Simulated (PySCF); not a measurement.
# Computed records: CH7B2Ge, GeH5NOSi

Calculation on a computer-drawn molecule: optimised geometry and harmonic frequencies of an isolated molecule of the commonest isotopes, restricted reference for singlets and unrestricted otherwise, frozen core in MP2; on germanium a core potential holds 10 electrons, which the energies leave out, and 3d is frozen in MP2 and coupled-cluster steps. Program: PySCF 2.14.0.

Common to all runs: charge 0; method HF; basis and core potential on germanium cc-pVDZ-PP ECP10MDF.

```yaml
- entry: 1
  formula: CH7B2Ge
  start_structure:
    atoms_angstrom:
      - [B, 1.5694, -2.1515, 1.0988]
      - [Ge, 0.7862, -0.4381, 1.5672]
      - [B, -1.0995, -0.3271, 0.8705]
      - [C, -1.2864, 0.246, -0.6599]
      - [H, 1.2435, -3.2599, 1.1054]
      - [H, 0.7977, -0.3988, 3.1373]
      - [H, 1.6518, 0.7776, 1.3032]
      - [H, -2.0381, -0.6647, 1.4217]
      - [H, -2.231, 0.9036, -0.7515]
      - [H, -1.4963, -0.5887, -1.3235]
      - [H, -0.4347, 0.7235, -1.0578]
  given:
    multiplicity: 2
    basis: cc-pVDZ
    drawn_bonds_atom: [1, 2, 3, 1, 2, 2, 3, 4, 4, 4]
    drawn_bonds_other_atom: [2, 3, 4, 5, 6, 7, 8, 9, 10, 11]
    drawn_bonds_order: [1, 1, 1, 1, 1, 1, 1, 1, 1, 1]
  results:
    optimised_atom_element: [B, Ge, B, C, H, H, H, H, H, H, H]
    "optimised_atom_x [angstrom]": [1.581, 0.8269, -1.085, -1.408, 1.493, 0.725, 1.793, -1.964, -2.411, -1.412, -0.6768]
    "optimised_atom_y [angstrom]": [-2.419, -0.5172, -0.3686, 0.4584, -3.449, -0.2418, 0.5293, -1.011, 0.8955, -0.2789, 1.224]
    "optimised_atom_z [angstrom]": [1.182, 1.524, 0.6637, -0.6332, 1.785, 3.038, 0.9426, 1.175, -0.6184, -1.453, -0.8944]
    "modes_frequency [cm^-1]": [21.57, 82.89, 112.5, 155.6, 230.1, 438.1, 507.9, 569.0, 583.6, 623.3, 697.8, 762.3, 893.1, 915.2, 966.8, 1070, 1196, 1428, 1531, 1571, 2155, 2186, 2679, 2750, 3123, 3211, 3263]
    "modes_reduced_mass [dalton]": [2.251, 1.16, 1.098, 3.693, 2.453, 1.474, 1.561, 2.291, 1.721, 1.182, 1.221, 1.144, 1.268, 1.533, 1.054, 2.352, 1.516, 1.309, 1.047, 1.071, 1.022, 1.018, 1.092, 1.095, 1.054, 1.078, 1.103]
    "rotational_constants [GHz]": [9.629, 2.398, 2.148]
    "total_energy [hartree]": -384.5899
    spin_squared: 0.7568
    "convergence_status_largest_gradient_component [hartree/bohr]": 1.449e-05
- entry: 2
  formula: GeH5NOSi
  start_structure:
    atoms_angstrom:
      - ["N", 0.6564, 0.823, 0.2935]
      - [Ge, 1.9545, 0.3261, -0.9184]
      - [O, 1.0962, -0.9573, -1.632]
      - [Si, -0.1, -2.0552, -2.1172]
      - [H, 0.715, 1.6417, 0.9826]
      - [H, -0.2543, 0.4457, 0.3383]
      - [H, -0.0971, -2.0062, -3.582]
      - [H, 0.3764, -3.2896, -1.4953]
      - [H, -1.3795, -1.6264, -1.5034]
  given:
    multiplicity: 1
    basis: "cc-pV(D+d)Z"
    drawn_bonds_atom: [1, 2, 3, 1, 1, 4, 4, 4]
    drawn_bonds_other_atom: [2, 3, 4, 5, 6, 7, 8, 9]
    drawn_bonds_order: [1, 1, 1, 1, 1, 1, 1, 1]
  results:
    optimised_atom_element: ["N", Ge, O, Si, H, H, H, H, H]
    "optimised_atom_x [angstrom]": [0.5934, 2.03, 1.234, -0.004279, 0.6501, -0.3288, -0.2742, 0.3137, -1.246]
    "optimised_atom_y [angstrom]": [0.8688, 0.3104, -1.035, -2.006, 1.638, 0.4736, -1.895, -3.416, -1.638]
    "optimised_atom_z [angstrom]": [0.2269, -0.7291, -1.62, -2.043, 0.8684, 0.1936, -3.494, -1.722, -1.315]
    "modes_frequency [cm^-1]": [36.19, 67.12, 79.94, 271.4, 404.0, 453.8, 499.4, 713.4, 766.1, 794.6, 811.6, 1033, 1042, 1042, 1095, 1665, 2274, 2302, 2319, 3759, 3871]
    "modes_reduced_mass [dalton]": [1.109, 4.685, 4.281, 3.663, 1.229, 8.389, 1.04, 4.623, 1.269, 1.186, 1.307, 5.848, 1.108, 1.055, 1.169, 1.123, 1.046, 1.051, 1.022, 1.05, 1.098]
    "rotational_constants [GHz]": [8.955, 1.781, 1.512]
    "total_energy [hartree]": -714.6236
    "convergence_status_largest_gradient_component [hartree/bohr]": 6.658e-07
```
